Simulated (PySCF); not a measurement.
SMILES Cl[Si]([SiH2][Si](F)(F)F)(Cl)Cl (H₂Cl₃F₃Si₃) (PBE0/def2-SVP optimised geometry):

```
11

Si    -1.235    -1.793     1.907
F     -0.658    -3.288     1.995
F     -0.784    -1.030     3.246
F     -2.836    -1.894     1.929
Si    -0.481    -0.697     0.000
Si    -1.255    -1.823    -1.892
Cl    -3.307    -1.821    -1.908
Cl    -0.592    -3.765    -1.850
Cl    -0.570    -0.916    -3.602
H     -1.011     0.697     0.000
H      1.011    -0.697     0.000
```

Method: PySCF with PBE0/def2-TZVP.

### Question
What are the frontier orbital energies and the dipole moment?

### Answer
HOMO-2 -9.68 eV, HOMO-1 -9.52 eV, HOMO -8.89 eV, LUMO -1.41 eV, LUMO+1 -1.04 eV; dipole moment 1.94 D.

On the same geometry PBE/def2-TZVP (PySCF 2.14.0) gives HOMO-2 -8.29 eV, HOMO-1 -8.09 eV, HOMO -7.67 eV, LUMO -2.21 eV, LUMO+1 -1.86 eV; dipole moment 1.79 D.

Meta-Löwdin charges at PBE0/def2-TZVP: Si1 1.48, F2 -0.48, F3 -0.48, F4 -0.48, Si5 0.04, Si6 0.78, Cl7 -0.26, Cl8 -0.26, Cl9 -0.26, H10 -0.03, H11 -0.03.
